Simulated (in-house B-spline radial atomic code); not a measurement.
# Removing one electron from the zirconium ion Zr⁴⁺

Closed shell [Ar] 3d10 4s2 4p6. Computed with an all-electron radial atomic-structure program (B-spline basis): Koopmans values of Dirac-Hartree-Fock plus a diagonal self-energy, in second order or with its direct term screened (direct RPA, with the hole-particle interaction, or full time-dependent Hartree-Fock), linearised in energy; no-pair Dirac-Coulomb Hamiltonian, finite nucleus. Shifts add to the Koopmans value (the ΔSCF shift is orbital relaxation alone); the final value takes TDHF screening with Breit and QED.

Command:
```bash
python run_mb.py task.json out
```
Settings (nuclear radius in fm, box in bohr, cutoff in hartree):
```
basis_form          2
Z                   40
core_configuration  [Ar] 3d10 4s2 4p6
rms_radius          4.2694
mass_number         90
speed_of_light      137.036
box_radius          12.128
lmax                7
intervals           63
virtual_cutoff      6400.0
```

Time taken, with all properties: 31 s on 1 thread of Intel(R) Xeon(R) Platinum 8488C, on a shared host.

Energies in eV:

| subshell | Koopmans | ΔSCF shift | second order | direct RPA | hole-particle | TDHF | Breit + QED | final |
| --- | --- | --- | --- | --- | --- | --- | --- | --- |
| 4p3/2 | 79.96 | -0.740 | ? | ? | ? | ? | ? | ? |
| 4p1/2 | 81.98 | -0.782 | 0.480 | 0.552 | 0.361 | 0.391 | -0.053 | 82.32 |

(1) What does the self-energy do to 4p3/2?

## Answers

(1) It shifts the removal energy by 0.527 eV in second order, 0.559 with direct RPA, 0.398 with the hole-particle term and 0.433 with TDHF screening (quasi-particle weight 0.969); Breit and QED add -0.023 eV. The final value is 80.37 eV, against 80.348 ± 0.007 eV (NIST, semi-empirical).
